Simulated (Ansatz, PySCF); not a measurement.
Reaction (SMILES): FF [molecular fluorine] → 2 F atom (the F-F bond at the site shown breaks; other sites are not compared here)
Geometries: B3LYP-D3(BJ)/def2-TZVP minima from Ansatz (a program for electronic structure). Unstable Hartree-Fock reference: FF.

Wanted: bond dissociation energy (enthalpy at 298 K, with B3LYP-D3(BJ) rigid-rotor harmonic-oscillator terms from PySCF), in kJ/mol. Cores are frozen in the correlated levels unless marked. Open shells are spin-unrestricted. Spin-orbit coupling is left out. Non-relativistic. CBS marks a two-point X^-3 extrapolation of the correlation energy; Hartree-Fock from the larger set (for Q and 5 zeta extrapolated as (X+1)exp(-9√X)).

```
level                               program  bond dissociation energy (kJ/mol)
----------------------------  -------------  ---------------------------------
TPSS-D4/def2-TZVPD            PySCF + dftd4                              188.9
PBE0/6-31G*                          Ansatz                         (withheld)
PBE0/def2-QZVPP                      Ansatz                         (withheld)
wB97X-V/def2-TZVPD                   Ansatz                              153.5
B2PLYP/def2-TZVPD                    Ansatz                         (withheld)
SCS-MP2/6-31G*                       Ansatz                              141.6
CCSD(T)/CBS(cc-pVQZ,cc-pV5Z)         Ansatz                              157.8
```

Question: Fill in the missing entries.

Answer: 
- PBE0/6-31G*, bond dissociation energy (kJ/mol): 160.8
- PBE0/def2-QZVPP, bond dissociation energy (kJ/mol): 142.8
- B2PLYP/def2-TZVPD, bond dissociation energy (kJ/mol): 145.5
